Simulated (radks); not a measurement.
Results of a calculation; reference values are marked as such.
Trend from Zn3+ to Hg3+: ionisation energy by Delta-SCF between NIST ground configurations, and size. Code: a radial shooting solver on a logarithmic mesh with Libxc functionals. Model: Dirac Kohn-Sham, PBE, spin-unpolarised, spherical densities, point nucleus; open shells fill j = l - 1/2 first.

species  configuration  IE (eV)  NIST (eV)    kind   -e(HOMO) (eV)  outermost  <r> outermost (bohr)
Zn3+          [Ar] 3d9   61.628      59.57    exp.  50.542 (3d5/2)      3d5/2                 0.822
Cd3+          [Kr] 4d9   53.701         51  theory  45.480 (4d5/2)      4d5/2                  1.20
Hg3+     [Xe] 4f14 5d9   48.791       48.6    exp.  41.573 (5d5/2)      5d5/2                  1.41

Reference values: NIST Atomic Spectra Database (exp. = measured, semi-emp. = semi-empirical, theory = theoretical value adopted there). Spin polarisation and multiplet splitting are left out, so open shells lie too high by an amount that depends on their filling.

Beside tabulated values, note that spin-unpolarised runs miss the spin-polarisation part of the exchange energy of open shells.
